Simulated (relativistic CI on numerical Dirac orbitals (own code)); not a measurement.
## What each ingredient does to the levels of Cd²⁰⁺

Base calculation: Dirac-Coulomb-Breit CI, KLI orbitals optimised for each configuration, model QED (radiative potential, 1s self-energy scaled to tabulated hydrogen-like ionisation energies), unscaled Slater integrals.

CI space (outside the closed core [Ne]): 3s2 3p6 3d10, 3s2 3p6 3d9 4s, 3s2 3p6 3d9 4p, 3s2 3p6 3d9 4d, 3s2 3p6 3d9 4f, 3s2 3p6 3d8 4s2, 3s2 3p5 3d10 4s, 3s2 3p6 3d8 4s 4p, 3s2 3p6 3d9 5s, 3s2 3p5 3d10 4p, 3s2 3p6 3d8 4p2, 3s2 3p6 3d9 5p, 3s2 3p6 3d8 4s 4d, 3s2 3p6 3d9 5d, 3s2 3p6 3d8 4p 4d, 3s2 3p5 3d10 4d, 3s2 3p6 3d9 5f, 3s 3p6 3d10 4s, 3s2 3p5 3d9 4s2, 3s2 3p6 3d9 5g, 3s2 3p6 3d8 4d2, 3s2 3p6 3d9 6s, 3s2 3p5 3d9 4s 4p, 3s2 3p6 3d9 6p, 3s 3p6 3d10 4p, 3s2 3p5 3d10 4f, 3s2 3p6 3d9 6d, 3s2 3p5 3d9 4p2, 3s2 3p5 3d9 4s 4d, 3s 3p6 3d9 4s2, 3s2 3p5 3d10 5s, 3s 3p6 3d10 4d, 3s2 3p5 3d9 4p 4d, 3s 3p6 3d9 4s 4p, 3s2 3p5 3d10 5p, 3s2 3p4 3d10 4s2. Levels of other configurations are missing.

Variants: (1) configuration mixing switched off. Shifts of the energy above 3s2 3p6 3d10 1S_0, in eV, for the lowest level and the first level of each name with at least 55 % of one term (blank where a level changes its place among those of its configuration and J or its character, or is not in the variant):

| Level | Base | Δ(1) |
| --- | --- | --- |
| 3s2 3p6 3d10 1S_0 | 0.000 | 0.000 |
| 3s2 3p6 3d9 4s 3D_3 | 379.567 | -0.678 |
| 3s2 3p6 3d9 4s 3D_1 | 386.690 | -0.679 |
| 3s2 3p6 3d9 4p 3P°_2 | 420.410 | -0.571 |
| 3s2 3p6 3d9 4p 3F°_2 | 427.857 | -0.764 |
| 3s2 3p6 3d9 4p 3P°_1 | 428.691 | -0.626 |
| 3s2 3p6 3d9 4p 3F°_4 | 430.066 | -0.774 |
| 3s2 3p6 3d9 4p 1D°_2 | 431.537 | -0.774 |
| 3s2 3p6 3d9 4p 1P°_1 | 432.066 | -0.580 |
| 3s2 3p6 3d9 4p 3D°_3 | 432.622 | -0.850 |
| 3s2 3p6 3d9 4p 3P°_0 | 435.345 | -0.488 |
| 3s2 3p6 3d9 4p 3D°_1 | 438.336 | -0.735 |
| 3s2 3p6 3d9 4p 3D°_2 | 439.428 | -0.844 |
| 3s2 3p6 3d9 4d 3S_1 | 494.210 | -0.076 |
| 3s2 3p6 3d9 4d 3G_4 | 497.579 | -0.847 |
| 3s2 3p6 3d9 4d 3G_5 | 498.791 | -0.869 |
| 3s2 3p6 3d9 4d 3F_4 | 501.365 | -0.881 |
| 3s2 3p6 3d9 4d 3P_0 | 501.976 | -0.652 |
| 3s2 3p6 3d9 4d 3G_3 | 504.638 | -0.877 |
| 3s2 3p6 3d9 4d 3D_1 | 505.734 | -0.698 |
| 3s2 3p6 3d9 4d 3F_2 | 507.183 | -0.839 |
| 3s2 3p6 3d9 4d 1S_0 | 529.806 | +4.230 |

At this charge energies of transitions that change n are usually good to better than 1 %, and those within a shell (Δn = 0) to a few per cent.

Ionisation energy from the two ground configurations alone: base 962.764 eV. The NIST ASD value (theoretical) is 963 eV.

LS names give the leading component of a level, which can be under half, so a name can repeat, a term be missing and a line seem to break the LS rules.
